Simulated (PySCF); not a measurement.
**Working out the ionisation energy of Nb**

Nb [Kr] 4d4 5s1 (6D) → Nb⁺ [Kr] 4d4 (5D). All numbers are calculated (PySCF 2.14, scalar relativity through the core potential, in def2-TZVPPD with the def2 core potential (28 electrons) (6s4p3d2f1g, 56 functions)). Frozen: 4s2 4p6. Energies in hartree (1 hartree = 27.21139 eV):

```csv
part,Nb (lower),Nb⁺ (upper)
UHF,-56.329081,-56.108550
CCSD correlation,-0.058560,-0.040083
(T),-0.001487,-0.000570
```

What does Hartree-Fock give?

(-56.108550) − (-56.329081) = 0.220531 hartree = 6.001 eV.

What do CCSD and CCSD(T) give?

The CCSD correlation energies differ by 0.018477 hartree = 0.503 eV and the triples by 0.000917 hartree = 0.025 eV, so CCSD gives 6.504 eV and CCSD(T) 6.529 eV.

Measured between the centres of the two terms (NIST): 6.776 eV, so CCSD(T) (valence) is off by -0.247 eV.

What remains against the reference includes basis incompleteness, the frozen core and higher excitations.
